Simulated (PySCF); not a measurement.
## Excitation energy of As by level of theory

As [Ar] 3d10 4s2 4p3 (4S) → As [Ar] 3d10 4s1 4p3 5s1 (6S), as a difference of total energies. All numbers are calculated (PySCF 2.14, no relativity, point nucleus, in dyall-av2z (16s12p8d, 92 functions)). Correlated levels: valence: [Ar] 3d10 frozen; virtual orbitals above 40 to 60 times the deepest correlated orbital energy dropped. The calculations carry no spin-orbit coupling.

```
           method  excitation energy (eV)
              UHF                  10.913
    MP2 (valence)                  11.917
SCS-MP2 (valence)                  12.285
   CCSD (valence)                  12.120
CCSD(T) (valence)                  12.150
```

Problem. How much does correlation contribute at CCSD(T) (valence)?

Solution. 12.150 − (10.913) = 1.237 eV, measured against UHF.

The upper state lies above the first ionisation limit, but in LS coupling its spin forbids autoionisation to the ground ion. A Rydberg-like electron needs more diffuse functions than a valence basis has.

The promoted electron is Rydberg-like, and one or two diffuse shells describe it only roughly, which tends to raise the upper state.
